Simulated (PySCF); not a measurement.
C₆H₆O₂S, SMILES c1c2OCCOc2cs1, GFN2-xTB optimised geometry.

```
15

C      1.24    -1.61     0.02
S      0.00    -2.80     0.02
C     -1.24    -1.61     0.01
C     -0.71    -0.35     0.00
C      0.71    -0.35     0.00
O      1.45     0.80    -0.02
C      0.67     1.92    -0.40
C     -0.67     1.92     0.35
O     -1.45     0.80     0.00
H      2.27    -1.89     0.03
H     -2.27    -1.89     0.00
H      1.26     2.80    -0.15
H      0.47     1.89    -1.48
H     -0.47     1.92     1.43
H     -1.26     2.80     0.09
```

Density from CAM-B3LYP/def2-TZVP in PySCF at that geometry.

Minimum of the electron density along straight lines between bonded atoms, close to the bond critical point (lines longer than 1.1 times the sum of covalent radii, or with two minima, are not listed):

```json
[
 {"bond": "C1–S2", "length / Å": "1.720", "ρ at the minimum / e bohr⁻³": "0.218", "∇²ρ there / e bohr⁻⁵": "-0.47", "position (fraction from the first atom)": "0.48"},
 {"bond": "S2–C3", "length / Å": "1.720", "ρ at the minimum / e bohr⁻³": "0.218", "∇²ρ there / e bohr⁻⁵": "-0.47", "position (fraction from the first atom)": "0.52"},
 {"bond": "C3–C4", "length / Å": "1.359", "ρ at the minimum / e bohr⁻³": "0.337", "∇²ρ there / e bohr⁻⁵": "-1.00", "position (fraction from the first atom)": "0.49"},
 {"bond": "C1–C5", "length / Å": "1.359", "ρ at the minimum / e bohr⁻³": "0.337", "∇²ρ there / e bohr⁻⁵": "-1.00", "position (fraction from the first atom)": "0.49"},
 {"bond": "C4–C5", "length / Å": "1.429", "ρ at the minimum / e bohr⁻³": "0.303", "∇²ρ there / e bohr⁻⁵": "-0.86", "position (fraction from the first atom)": "0.50"},
 {"bond": "C5–O6", "length / Å": "1.366", "ρ at the minimum / e bohr⁻³": "0.294", "∇²ρ there / e bohr⁻⁵": "-0.67", "position (fraction from the first atom)": "0.35"},
 {"bond": "O6–C7", "length / Å": "1.415", "ρ at the minimum / e bohr⁻³": "0.261", "∇²ρ there / e bohr⁻⁵": "-0.58", "position (fraction from the first atom)": "0.65"},
 {"bond": "C7–C8", "length / Å": "1.529", "ρ at the minimum / e bohr⁻³": "0.257", "∇²ρ there / e bohr⁻⁵": "-0.67", "position (fraction from the first atom)": "0.50"},
 {"bond": "C4–O9", "length / Å": "1.366", "ρ at the minimum / e bohr⁻³": "0.294", "∇²ρ there / e bohr⁻⁵": "-0.67", "position (fraction from the first atom)": "0.35"},
 {"bond": "C8–O9", "length / Å": "1.415", "ρ at the minimum / e bohr⁻³": "0.261", "∇²ρ there / e bohr⁻⁵": "-0.58", "position (fraction from the first atom)": "0.35"},
 {"bond": "C1–H10", "length / Å": "1.070", "ρ at the minimum / e bohr⁻³": "0.292", "∇²ρ there / e bohr⁻⁵": "-1.07", "position (fraction from the first atom)": "0.65"},
 {"bond": "C3–H11", "length / Å": "1.070", "ρ at the minimum / e bohr⁻³": "0.292", "∇²ρ there / e bohr⁻⁵": "-1.07", "position (fraction from the first atom)": "0.65"},
 {"bond": "C7–H12", "length / Å": "1.091", "ρ at the minimum / e bohr⁻³": "0.288", "∇²ρ there / e bohr⁻⁵": "-1.04", "position (fraction from the first atom)": "0.65"},
 {"bond": "C7–H13", "length / Å": "1.099", "ρ at the minimum / e bohr⁻³": "0.283", "∇²ρ there / e bohr⁻⁵": "-1.00", "position (fraction from the first atom)": "0.65"},
 {"bond": "C8–H14", "length / Å": "1.099", "ρ at the minimum / e bohr⁻³": "0.283", "∇²ρ there / e bohr⁻⁵": "-1.00", "position (fraction from the first atom)": "0.65"},
 {"bond": "C8–H15", "length / Å": "1.091", "ρ at the minimum / e bohr⁻³": "0.288", "∇²ρ there / e bohr⁻⁵": "-1.04", "position (fraction from the first atom)": "0.65"}
]
```
